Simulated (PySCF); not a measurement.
ZnBr, SMILES [Zn+][Br], charge +1.

Geometry: PBE0-D3(BJ)/def2-TZVP. The multiplicity is an assumed one; other spin states were not compared.

Computed with PySCF with TDA-PBE0/def2-TZVPD.

Vertical excitations; the highest root listed may be one member of a degenerate set.  State labels are in the subgroup C2v.

Computed excitation energies, oscillator strengths and character:
| state | symmetry | energy (eV) | λ (nm) | f | main pairs |
|---|---|---|---|---|---|
| S1 | B1 | 2.10 | 590 | 0.004 | HOMO−1→LUMO (degenerate set) |
| S2 | B2 | 2.10 | 590 | 0.004 | HOMO→LUMO (degenerate set) |
| S3 | A1 | 5.23 | 237 | 0.174 | HOMO−2→LUMO 75 %, HOMO→LUMO+2 12 %, HOMO−1→LUMO+1 12 % |
| S4 | A2 | 6.36 | 195 | 0.000 | HOMO→LUMO+1 50 %, HOMO−1→LUMO+2 50 % |
| S5 | A1 | 6.40 | 194 | 0.000 | HOMO−1→LUMO+1, HOMO→LUMO+2 (degenerate set) |
| S6 | A2 | 6.40 | 194 | 0.000 | HOMO−1→LUMO+2, HOMO→LUMO+1 (degenerate set) |
| S7 | A1 | 8.00 | 155 | 0.815 | HOMO→LUMO+2 34 %, HOMO−1→LUMO+1 34 %, HOMO−2→LUMO 17 %, HOMO−3→LUMO 7 % |
| S8 | B1 | 8.84 | 140 | 0.013 | HOMO−2→LUMO+1, HOMO−1→LUMO+3 (degenerate set) |
| S9 | B2 | 8.84 | 140 | 0.013 | HOMO−2→LUMO+2, HOMO→LUMO+3 (degenerate set) |
| S10 | B1 | 9.05 | 137 | 0.207 | HOMO−1→LUMO+3 53 %, HOMO−2→LUMO+1 43 % |
| T1 | B1 | 1.71 | 725 | 0 | HOMO−1→LUMO (degenerate set) |
| T2 | B2 | 1.71 | 725 | 0 | HOMO→LUMO (degenerate set) |
| T3 | A1 | 3.39 | 365 | 0 | HOMO−2→LUMO 99 % |
| T4 | A1 | 5.99 | 207 | 0 | HOMO−1→LUMO+1 49 %, HOMO→LUMO+2 49 % |
Triplets are in the Tamm–Dancoff approximation.
